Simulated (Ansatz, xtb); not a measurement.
C4H5ClOS: which of two isomers lies lower

Structure X is `S=C1COC[C@@H]1Cl`, a singlet and structure Y is `CS/C(Cl)=C/C=O`, a singlet. Both are isolated molecules in the gas phase, relaxed with PBE-D3(BJ)/def2-SVP, each in the lowest conformer that the search found.

Quicker runs give these differences E(Y) − E(X): GFN2-xTB +0.667 eV; HF/STO-3G +1.115 eV (at GFN2-xTB geometries); r2SCAN-D4/def2-SVP −0.107 eV (at GFN2-xTB geometries).

Task: Estimate which is lower in electronic energy at CCSD(T)/def2-SVP + ΔMP2/def2-TZVPP, and by roughly how much.

Result: Too close to call at this level: CCSD(T)/def2-SVP + ΔMP2/def2-TZVPP gives E(Y) − E(X) = +0.011 eV.

The same difference at several levels:

| level | geometry | E(Y) − E(X) (eV) | departure from the last row (eV) | job, with rough time for the two |
| --- | --- | --- | --- | --- |
| GFN2-xTB | GFN2-xTB | +0.667 | +0.656 | optimisation, 0.23 s |
| HF/STO-3G | GFN2-xTB | +1.115 | +1.105 | single point, 0.4 s |
| r2SCAN-D4/def2-SVP | GFN2-xTB | −0.107 | −0.118 | single point, 3.6 s |
| PBE-D3(BJ)/def2-SVP | PBE-D3(BJ)/def2-SVP | −0.184 | −0.195 | optimisation, 23 s |
| HF/def2-SVP | PBE-D3(BJ)/def2-SVP | +0.120 | +0.110 | part of the CCSD(T) run |
| MP2/def2-SVP | PBE-D3(BJ)/def2-SVP | +0.016 | +0.005 | part of the CCSD(T) run |
| CCSD(T)/def2-SVP | PBE-D3(BJ)/def2-SVP | +0.048 | +0.038 | single point |
| CCSD(T)/def2-SVP + ΔMP2/def2-TZVPP | PBE-D3(BJ)/def2-SVP | +0.011 |  | single point, 56 s |

As drawn, Y has 2 C–S, 1 C=C, 1 C=O in place of 1 C=S, 2 C–C, 2 C–O. Structure X has a 5-membered ring, Y no ring.

The largest departure from CCSD(T)/def2-SVP + ΔMP2/def2-TZVPP is that of HF/STO-3G, 1.105 eV. The last row adds to CCSD(T) the change of the MP2 difference between the two basis sets, here −0.038 eV.

With thermal terms from frequencies at re-optimised GFN2-xTB minima (ideal gas, soft modes damped towards free rotors, one conformer each, 298.15 K, 1 atm): the zero-point term adds −0.104 eV; ΔH is −0.046 and ΔG −0.142 eV.

The correlated steps freeze 15 core orbitals. Mirror images aren't counted in ΔG. Programs: Ansatz 0.2.0, xtb 6.7.1; the last row on 4 threads of Arm Neoverse V1 on a shared host.
